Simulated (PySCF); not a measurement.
Field gradients from PBE0/pcSseg-1 densities (PySCF, non-relativistic) at GFN2-xTB geometries, isolated species, one conformer each; χzz is the principal value of largest magnitude, with Q(14N) = 0.02044 b. GFN2-xTB bond lengths can be off by several hundredths of an ångström, more for odd bonds, and the gradients follow them. The basis is small and wasn't made for field gradients, so the couplings can be 20 % off.

Problem. Rank these 14N sites by the size of the quadrupole coupling, smallest first.
A. The silicon-bound nitrogen of `CCCC(=O)[Si@@H](N)[SiH3]`
B. The cyano nitrogen of `CC[Si@@H](C#N)CC(Cl)Cl`
C. N6 (silicon-bound nitrogen) in `[N:1]#[C:2][SiH2:3][CH2:4][CH2:5][NH:6][SiH2:7][PH2:8]`

Solution. A (4.707 MHz), C (5.011 MHz), B (5.583 MHz).

All sites together:

| nucleus | site | Vzz (au) | η | χzz (MHz) |
| --- | --- | --- | --- | --- |
| 14N | N6 (silicon-bound nitrogen) in [N:1]#[C:2][SiH2:3][CH2:4][CH2:5][NH:6][SiH2:7][PH2:8] | -1.043 | 0.34 | -5.011 |
| 14N | the cyano nitrogen of CC[Si@@H](C#N)CC(Cl)Cl | -1.162 | 0.03 | -5.583 |
| 14N | the silicon-bound nitrogen of CCCC(=O)[Si@@H](N)[SiH3] | -0.980 | 0.23 | -4.707 |
